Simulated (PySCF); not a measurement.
BrFHNOW, SMILES [NH]=[W](=[O])([F])[Br], multiplicity 1.

Geometry: PBE-D3(BJ)/def2-SVP. The spin state was assumed, not searched. The structure was generated by enumeration; whether it is a known compound was not checked. The def2 effective core potentials stand for the cores of W; spin–orbit coupling is left out.

The numbers are results of PBE-D3(BJ)/def2-SVP run with PySCF, not measurements.

Frequencies are harmonic and unscaled.

| mode | ν (cm⁻¹) | IR (km/mol) | moving atoms (share of kinetic energy) |
|---|---|---|---|
| 1 | 121 | 1.0 | F 60 %, Br 15 %, W 13 % |
| 2 | 158 | 1.2 | N 28 %, O 26 %, W 17 %, Br 12 %, F 12 % |
| 3 | 207 | 1.2 | O 38 %, Br 29 %, F 13 %, N 12 % |
| 4 | 235 | 4.6 | F 38 %, N 31 %, O 21 % |
| 5 | 280 | 13.4 | Br 35 %, W 26 %, O 12 %, N 12 % |
| 6 | 318 | 18.5 | O 37 %, N 21 %, H 19 %, W 15 % |
| 7 | 526 | 150.6 | H 70 %, N 26 % |
| 8 | 615 | 79.0 | H 77 %, N 17 % |
| 9 | 681 | 114.5 | F 85 %, W 11 % |
| 10 | 966 | 97.1 | N 54 %, O 29 %, W 10 % |
| 11 | 1000 | 60.1 | O 62 %, N 29 % |
| 12 | 3525 | 172.9 | H 93 % |
